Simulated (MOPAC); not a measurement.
MOPAC input (PM7):

```
PM7 FORCE THERMO(298,298) PRECISE LET UHF MS=0.5 GEO-OK AUX(PRECISION=9) THREADS=1
C3H2NS

C     1.14057315 1   -0.10057637 1   -0.41875059 1
N     0.64700640 1   -1.26599021 1   -0.51873590 1
C    -0.69537543 1   -1.23681201 1   -0.04663934 1
C    -1.11401304 1   -0.00995725 1    0.38383430 1
S     0.18009072 1    1.19207419 1    0.21484657 1
H    -1.24346675 1   -2.17009299 1   -0.07373167 1
H    -2.07643186 1    0.25325649 1    0.77865997 1
```

Output:

```
 *******************************************************************************
 **                                                                           **
 **                              MOPAC v23.2.5                                **
 **                                                                           **
 *******************************************************************************
 ** MOPAC's Digital Object Identifier: https://doi.org/10.5281/zenodo.6511958 **
 **                                                                           **
 ** Please cite the open-source release paper for use of this MOPAC version:  **
 ** J. E. Moussa and J. J. P. Stewart (2026)                                  **
 ** MOPAC: An open-source semiempirical molecular orbital program             **
 ** J. Open Source Softw., 11(119), 8025, https://doi.org/10.21105/joss.08025 **
 *******************************************************************************

                              PM7 CALCULATION RESULTS

 *******************************************************************************
 *  PM7        - The PM7 Hamiltonian to be used
 *  GEO-OK     - OVERRIDE INTERATOMIC DISTANCE AND OTHER SAFETY CHECKS
 *  UHF        - UNRESTRICTED HARTREE-FOCK CALCULATION
 *  MS=        - IN MECI, MAGNETIC COMPONENT OF SPIN =  0.5
 *  LET        - OVERRIDE SOME SAFETY CHECKS
 *  PRECISE    - TIGHTER CRITERIA TO BE USED
 *  FORCE      - FORCE CALCULATION SPECIFIED
 *  AUX        - OUTPUT AUXILIARY INFORMATION
 *  THERMO     - THERMODYNAMIC QUANTITIES TO BE CALCULATED
 *******************************************************************************
PM7 FORCE THERMO(298,298) PRECISE LET UHF MS=0.5 GEO-OK AUX(PRECISION=9) THREADS=1
 C3H2NS

   ATOM   CHEMICAL          X               Y               Z
  NUMBER   SYMBOL      (ANGSTROMS)     (ANGSTROMS)     (ANGSTROMS)

     1       C          1.14057315  *  -0.10057637  *  -0.41875059  *
     2       N          0.64700640  *  -1.26599021  *  -0.51873590  *
     3       C         -0.69537543  *  -1.23681201  *  -0.04663934  *
     4       C         -1.11401304  *  -0.00995725  *   0.38383430  *
     5       S          0.18009072  *   1.19207419  *   0.21484657  *
     6       H         -1.24346675  *  -2.17009299  *  -0.07373167  *
     7       H         -2.07643186  *   0.25325649  *   0.77865997  *

          CARTESIAN COORDINATES

    NO.       ATOM           X           Y           Z

     1         C          1.1406     -0.1006     -0.4188
     2         N          0.6470     -1.2660     -0.5187
     3         C         -0.6954     -1.2368     -0.0466
     4         C         -1.1140     -0.0100      0.3838
     5         S          0.1801      1.1921      0.2148
     6         H         -1.2435     -2.1701     -0.0737
     7         H         -2.0764      0.2533      0.7787

 General Reference for PM7:
 "Optimization of Parameters for Semiempirical Methods VI: More Modifications to the
 NDDO Approximations and Re-optimization of Parameters", J. J. P. Stewart, J. Mol. Mod., 1:32, 19 (2013)
 https://link.springer.com/article/10.1007/s00894-012-1667-x

           Empirical Formula: C3 H2 N S  =     7 atoms

      MOLECULAR POINT GROUP   :   Cs
[...]
 REDUCED MASS        0.9476         C 3 -- C 4          +6.5% ( 31.3%)     11.0%
 EFFECTIVE MASS      4.4904
 FORCE CONSTANT      0.8106

 VIBRATION         11    7A'         ATOM PAIR     ENERGY CONTRIBUTION    RADIAL
 FREQUENCY          1263.72         C 3 -- H 6         +22.2% ( 68.5%)      4.7%
 TRANSITION DIPOLE   0.5753         N 2 -- C 3         +19.4% ( 64.0%)     99.4%
 TRAVEL (Ang.)       0.1747         C 3 -- C 4         +13.7% ( 53.8%)      0.2%
 REDUCED MASS        1.7488         C 4 -- H 7         +13.1% ( 52.6%)      1.5%
 EFFECTIVE MASS      6.8549         C 3 -- S 5         +11.5% ( 49.3%)      5.9%
 FORCE CONSTANT      1.6455         C 1 -- C 3         +11.0% ( 48.3%)     66.6%

 VIBRATION         12    8A'         ATOM PAIR     ENERGY CONTRIBUTION    RADIAL
 FREQUENCY          1584.30         C 3 -- C 4         +33.1% ( 95.6%)     99.9%
 TRANSITION DIPOLE   1.0382         C 1 -- C 3         +11.6% ( 56.7%)     26.4%
 TRAVEL (Ang.)       0.0985         C 4 -- S 5         +10.3% ( 53.3%)      6.8%
 REDUCED MASS        4.3853         N 2 -- C 3         +10.1% ( 52.8%)     19.6%
 EFFECTIVE MASS     12.1115
 FORCE CONSTANT      6.4852

 VIBRATION         13    9A'         ATOM PAIR     ENERGY CONTRIBUTION    RADIAL
 FREQUENCY          1693.84         C 1 -- N 2         +39.6% ( 91.5%)    100.0%
 TRANSITION DIPOLE   3.2849         C 1 -- C 3         +16.2% ( 58.5%)     96.2%
 TRAVEL (Ang.)       0.0900         C 1 -- S 5         +13.3% ( 53.1%)     20.4%
 REDUCED MASS        4.9097         N 2 -- C 3         +10.7% ( 47.6%)      0.0%
 EFFECTIVE MASS     12.5961
 FORCE CONSTANT      8.2996

 VIBRATION         14   10A'         ATOM PAIR     ENERGY CONTRIBUTION    RADIAL
 FREQUENCY          2748.48         C 3 -- H 6         +51.0% ( 72.8%)    100.0%
 TRANSITION DIPOLE   1.0519         C 4 -- H 7         +45.4% ( 68.7%)     99.8%
 TRAVEL (Ang.)       0.2293         C 3 -- C 4          +0.9% (  9.4%)      0.0%
 REDUCED MASS        0.4666         C 1 -- C 3          +0.7% (  8.5%)     66.4%
 EFFECTIVE MASS      1.3934
 FORCE CONSTANT      2.0769

 VIBRATION         15   11A'         ATOM PAIR     ENERGY CONTRIBUTION    RADIAL
 FREQUENCY          2758.20         C 4 -- H 7         +50.6% ( 72.6%)     99.9%
 TRANSITION DIPOLE   1.2091         C 3 -- H 6         +44.9% ( 68.4%)    100.0%
 TRAVEL (Ang.)       0.2290         C 3 -- C 4          +1.8% ( 13.7%)     99.9%
 REDUCED MASS        0.4663         C 4 -- S 5          +0.7% (  8.8%)     23.2%
 EFFECTIVE MASS      1.4938
 FORCE CONSTANT      2.0901

      SYMMETRY NUMBER FOR POINT-GROUP Cs  =  1

          SYSTEM IS A GROUND STATE

 C3H2NS

          MOLECULE IS NOT LINEAR

          THERE ARE 15 GENUINE VIBRATIONS IN THIS SYSTEM
          THIS THERMODYNAMICS CALCULATION IS LIMITED TO
          MOLECULES WHICH HAVE NO INTERNAL ROTATIONS

                    CALCULATED THERMODYNAMIC PROPERTIES
                                          *
   TEMP. (K)   PARTITION FUNCTION   H.O.F.    ENTHALPY  HEAT CAPACITY ENTROPY
                                   KCAL/MOL   CAL/MOLE    CAL/K/MOL  CAL/K/MOL

 298.00  VIB.     0.1615D+01                   777.9613     8.0688     3.5636
         ROT.     0.6742D+05                   888.2803     2.9808    25.0759
         INT.     0.1089D+06                  1666.2416    11.0496    28.6395
         TRA.     0.7458D+27                  1480.4672     4.9680    39.2001
         TOT.                       94.348    3146.7088    16.0176    67.8396

   *: NOTE: HEATS OF FORMATION ARE RELATIVE TO THE
            ELEMENTS IN THEIR STANDARD STATE AT 298K
              (=  Standard Enthalpy of Formation).

            Hvib:  Zero-point energy is not included.
                   frequencies of less than zero cm-1 are not included.
            Hrot = (3/2)RT
            Htra = (3/2)RT + pV = (5/2)RT

            Heat capacity is Cp, not Cv

          For more information, see: HTTP://OpenMOPAC.net/Manual/thermochemistry.html

           FORCE CONSTANT IN CARTESIAN COORDINATES (Millidynes/A)

    ATOM   CHEMICAL       X               Y               Z
   NUMBER   SYMBOL  FORCE CONSTANT  FORCE CONSTANT  FORCE CONSTANT

      1       C       11.795981        3.151397        0.725834
      2       N       11.253924        5.915283        0.952607
      3       C       11.270992        8.692850        2.157795
      4       C        6.845453       10.583758        1.758210
      5       S        3.998376        2.632210        0.434911
      6       H        4.150099        0.900542        0.366956
      7       H        0.736983        4.200123        0.351816

 **********************
 *                    *
 * JOB ENDED NORMALLY *
 *                    *
 **********************

 == MOPAC DONE ==
```
